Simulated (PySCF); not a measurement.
Electronic structure of Br³⁺ (bromine, charge +3) at the UHF level

Configuration: [Ar] 3d10 4s2 4p2, high-spin 3P determinant. All numbers are calculated (PySCF 2.14, scalar relativity through the core potential, in aug-cc-pVDZ-PP with ECP10MDF (5s4p3d, 32 functions)).

```json
{
 "Total energy": "-413.066553 hartree",
 "One-electron energy": "-696.0066 hartree",
 "Hartree (Coulomb) energy": "311.7970 hartree",
 "Exchange energy": "-28.8569 hartree",
 "⟨S²⟩": "2.0062",
 "⟨L²⟩": "2.018",
 "Sum of ⟨r⟩": "16.99 bohr",
 "Sum of ⟨r²⟩": "19.75 bohr²",
 "Traceless quadrupole moment −½Σ⟨3z² − r²⟩ along its main axis": "1.44 e·bohr²",
 "Time after the integrals": "0.12 s of wall time on 1 thread of Intel(R) Xeon(R) Platinum 8259CL CPU @ 2.50GHz (shared host)"
}
```

```csv
shell,electrons,mean orbital energy (eV),spread (eV),"rms radius, mean of both spins (bohr)"
3s α,1,-307.06,0,0.589
3s β,1,-306.36,0,0.589
3p α,3,-245.66,0.000,0.609
3p β,3,-244.88,0.921,0.609
3d α,5,-124.52,0.439,0.640
3d β,5,-124.01,0.880,0.640
4s α,1,-63.375,0,1.67
4s β,1,-56.682,0,1.67
4p α,2,-46.605,0,1.89
```

Energies and moments cover only the electrons outside the core potential.
